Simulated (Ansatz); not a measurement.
Cu₁₂Mo. The state is a singlet with charge 0. Geometry PBE-D4/def2-SVP; atoms count from 1.

```xyz
13

Mo    1.0950    0.4877    1.7891
Cu    1.3562    1.5227   -0.5523
Cu    0.0164   -0.5522   -0.2994
Cu    0.8222   -2.0171    1.5030
Cu   -0.8730    1.6585    0.6909
Cu   -2.3675   -0.1315   -0.2820
Cu    1.1346    2.9271    1.4655
Cu    2.3975   -0.6679    0.0059
Cu   -1.4447   -2.3482    0.1256
Cu   -0.8192    1.1703   -1.7774
Cu   -1.1769   -0.5902    1.8671
Cu   -1.2226   -1.2697   -2.1716
Cu    1.0820   -0.1895   -2.3644
```

In the def2 sets Mo takes a core potential; there is no spin–orbit coupling. Single mean-field runs in def2-TZVP are fitted with def2-universal-jkfit. The restricted singlet is unstable towards broken spin symmetry in Hartree–Fock (as tested in another run); at PBE0-D4/def2-TZVP this wasn't settled. The structure comes from a short search, and lower isomers may exist.

(1) Estimate the Mulliken populations from the PBE0/def2-TZVP orbitals of Ansatz.

(2) And the Mayer bond orders between heavy atoms (over 0.3)?

## Answers

(1) 
| atom | charge (e) | d electrons |
| --- | --- | --- |
| Mo1 | 0.08 | 5.01 |
| Cu2 | 0.09 | 9.75 |
| Cu3 | -0.47 | 10.39 |
| Cu4 | 0.03 | 9.80 |
| Cu5 | 0.00 | 9.77 |
| Cu6 | 0.15 | 9.82 |
| Cu7 | -0.09 | 9.83 |
| Cu8 | 0.01 | 9.80 |
| Cu9 | -0.02 | 9.85 |
| Cu10 | 0.11 | 9.83 |
| Cu11 | 0.09 | 9.78 |
| Cu12 | -0.01 | 9.84 |
| Cu13 | 0.03 | 9.86 |
Mulliken values depend strongly on the basis.

(2) Mo1–Cu2 0.53 (2.57 Å); Mo1–Cu3 0.55 (2.57 Å); Mo1–Cu4 0.52 (2.54 Å); Mo1–Cu5 0.55 (2.54 Å); Mo1–Cu7 0.77 (2.46 Å); Mo1–Cu8 0.59 (2.49 Å); Mo1–Cu11 0.75 (2.52 Å); Cu2–Cu7 0.32 (2.47 Å); Cu3–Cu4 0.32 (2.46 Å); Cu3–Cu8 0.35 (2.40 Å); Cu3–Cu9 0.33 (2.35 Å); Cu3–Cu13 0.30 (2.35 Å); Cu5–Cu6 0.31 (2.53 Å); Cu9–Cu12 0.34 (2.55 Å); Cu10–Cu13 0.36 (2.41 Å); Cu12–Cu13 0.32 (2.55 Å).
